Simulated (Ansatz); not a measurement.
C$_{2}$H$_{3}$BClF (`F[C@H]1B[C@@H]1Cl`). Total charge 0; spin multiplicity 1. The geometry is a stationary point of PBE0-D4/def2-TZVP.

```xyz
8

F    -1.672   -0.318    1.056
C    -0.408   -0.452    0.560
B     0.070   -0.600   -0.898
C     0.305    0.682   -0.082
Cl    1.714    1.483    0.582
H     0.230   -1.027    1.239
H     0.149   -1.173   -1.928
H    -0.388    1.406   -0.529
```

(1) What is the dipole moment at PBE/def2-TZVPP? (Estimate.)

(2) And with r2SCAN, B3LYP, ωB97M-V? (Best estimate.)

(3) Give the Mulliken charges with PBE, r2SCAN, ωB97M-V in def2-TZVPP. (Best estimate.)

Answers

(1) Computed: 1.46 D, with components (0.16, -0.80, -1.21) D in this frame, pointing from negative to positive charge.

(2) Computed: r2SCAN 1.59 D, B3LYP 1.65 D, ωB97M-V 1.66 D.

(3) Computed: 
```
atom    PBE  r2SCAN  ωB97M-V
  F1  -0.18   -0.23    -0.22
  C2   0.11    0.15     0.10
  B3  -0.08   -0.04    -0.10
  C4  -0.02    0.01    -0.08
 Cl5  -0.11   -0.14    -0.09
  H6   0.09    0.08     0.11
  H7   0.06    0.06     0.14
  H8   0.12    0.10     0.13
```

B3LYP here is the variant with VWN-RPA as its local correlation; programs differ in this.
